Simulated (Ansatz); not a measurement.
A barrier at the coupled-cluster level

Start structure (BHOF₂, singlet), relaxed at PBE0-D4/def2-TZVP:

```
atom    x (Å)    y (Å)    z (Å)
  B1   0.1442  -0.0598   0.3506
  F2   0.7762  -1.1860   0.0434
  O3  -0.5730   0.6306  -0.5545
  H4  -0.5771   0.2284  -1.4262
  F5   0.2298   0.3867   1.5867
```

The step: BHOF₂ ([OH][B]([F])[F]) → BOF + HF; bonds formed: F2–H4; bonds broken: B1–F2, O3–H4. Program: Ansatz 0.2.0. Basis: def2-TZVPP and def2-QZVPP. Cores are frozen in the correlated methods. Extrapolation: Hartree–Fock as exp(−7.88 √X), correlation as X^−2.97. Energies below are by CCSD(T) at an estimated basis limit (MP2 extrapolated from triple and quadruple zeta, plus CCSD(T) − MP2 in triple zeta).

Problem. What are the electronic barrier and the energy of the step, from the start structure to the end structure? (Judge from chemistry; the value comes from the calculation.)

Solution. By the calculation: Barrier 2.888 eV; step energy 2.260 eV (uphill); reverse barrier, their difference, 0.628 eV. Barrier and step energy count from the start structure, the reverse barrier from the end structure.

The saddle point: One imaginary mode of 814i cm⁻¹.
```
 pair  start (Å)  saddle (Å)  end (Å)
F2–H4       2.45        1.05     0.93
B1–F2       1.33        1.72     3.83
O3–H4       0.96        1.46     1.73
```

Zero-point energy (harmonic, PBE0-D4): ZPE is 0.676 eV at the start and 0.528 eV at the saddle, so the barrier goes from 2.888 to 2.739 eV.

First-order rate constant out of the start structure at 298 K by transition-state theory, with harmonic vibrational free energies alone and no tunnelling: ΔA‡ = 2.738 eV, so k = (kB T/h) exp(−ΔA‡/kB T) ≈ 10^-33 s⁻¹ (an order of magnitude at best: rotation, the number of equivalent paths and anharmonicity are left out).

No T1 diagnostic of these runs exceeds 0.016.

Labels in which every atom is bracketed show which atoms are joined, not bond orders.

For scale, one of the runs: CCSD(T)/def2-TZVPP, 138 basis functions, launched by `ansatz run in.yaml --threads 2 --pin off --events-out ev --progress --plain --max-ram 4352MiB`. Hardware: 2 CPU threads of an Intel Xeon Platinum 8259CL, shared host. Wall time 23 s; peak host memory 0.87 GiB.
